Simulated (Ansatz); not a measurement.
Ansatz results at the PBE0-D4/def2-TZVP geometry: HOMO energy (B3LYP/def2-TZVPP) -8.97 eV; size of the dipole moment (B3LYP/def2-TZVPP) 2.90 D; LUMO energy (PBE/def2-TZVPP) 0.33 eV.

Each molecule was computed in one conformer, which needn't be the lowest.

Question: Which molecule gave them?
A. `CCC(F)CF`
B. `FC1(F)CC1(F)F`
C. `CCOC(F)F`
D. `FCC(F)CC(F)F`

Answer: A. The others give `CCOC(F)F`: -8.56, 2.96, 0.42; `FC1(F)CC1(F)F`: -8.47, 2.06, -0.25; `FCC(F)CC(F)F`: -9.29, 2.02, 0.25.

B3LYP here is the variant with VWN-RPA as its local correlation; programs differ in this.
